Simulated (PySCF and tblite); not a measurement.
Values are calculated unless marked as measured or tabulated.
C₅H₁₂GeS, numbered as in [GeH3:1][C@@H:2]1[CH2:3][CH2:4][CH2:5][CH2:6][S:7]1.

The ensemble was built from 60 distance-geometry starts (ETKDG and KDG, UFF, GFN2-xTB) and rests on GFN2-xTB geometries. Weights use PBE0-D3(BJ)/pcSseg-1 energies plus GFN2-xTB zero-point and thermal terms (modes under about 100 cm⁻¹ blended into free rotors). Symmetry numbers and mirror images are counted. Conformers within 2.5 kcal/mol (GFN2-xTB free energy) were kept, 4 at most. Codes: tblite and PySCF.

Rotational constants are equilibrium values for the commonest isotopes; dipoles come from the energy level named.

The 6-ring runs over atoms 2–3–4–5–6–7.

| conformer | shape | symmetry | weight % |
| --- | --- | --- | --- |
| 1 | 6-ring chair (all substituents equatorial) | C1 | 50.4 |
| 2 | 6-ring chair (Ge1 axial) | C1 | 49.6 |

Sets of constants, in random order:

```
set  A (MHz)  B (MHz)  C (MHz)  abs μa (D)  abs μb (D)  abs μc (D)
  P     3061      814      675        1.23        1.51        0.68
  Q     2223     1028      893        0.52        1.62        0.29
```

Question: Match each set to its conformer.

Answer: P is conformer 1, Q is conformer 2.
